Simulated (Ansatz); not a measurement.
Start from `COB(F)O[SiH3]` and change one atom or group to get `COB(F)Br`.

Ansatz, PBE0-D4/def2-TZVP geometries, multiplicity 1. Each molecule was computed in one conformer, which needn't be the lowest.

Scalar relativity is left out up to krypton.

```
                                          property  `COB(F)O[SiH3]`
                 LUMO energy (PBE/def2-TZVPP) / eV            -0.69
             HOMO–LUMO gap (B3LYP/def2-TZVPP) / eV             8.57
              HOMO–LUMO gap (PBE0/def2-TZVPP) / eV             9.05
    size of the dipole moment (PBE/def2-TZVPP) / D             1.68
                HOMO energy (PBE0/def2-TZVPP) / eV            -8.88
size of the dipole moment (ωB97M-V/def2-TZVPP) / D             1.74
```

(1) Give the same properties after the change, and the shifts. (An estimate is asked.)

## Answers

(1) Computed: 
| property | `COB(F)Br` | shift |
| --- | --- | --- |
| LUMO energy (PBE/def2-TZVPP) / eV | -0.65 | 0.04 |
| HOMO–LUMO gap (B3LYP/def2-TZVPP) / eV | 8.50 | -0.07 |
| HOMO–LUMO gap (PBE0/def2-TZVPP) / eV | 9.03 | -0.02 |
| size of the dipole moment (PBE/def2-TZVPP) / D | 2.35 | 0.67 |
| HOMO energy (PBE0/def2-TZVPP) / eV | -8.67 | 0.21 |
| size of the dipole moment (ωB97M-V/def2-TZVPP) / D | 2.42 | 0.68 |

Dipoles are sizes alone; their direction can turn.

B3LYP here is the variant with VWN-RPA as its local correlation; programs differ in this.

Spin–orbit coupling is left out; it splits and shifts lone-pair levels of the heavy atoms by tenths of an eV.
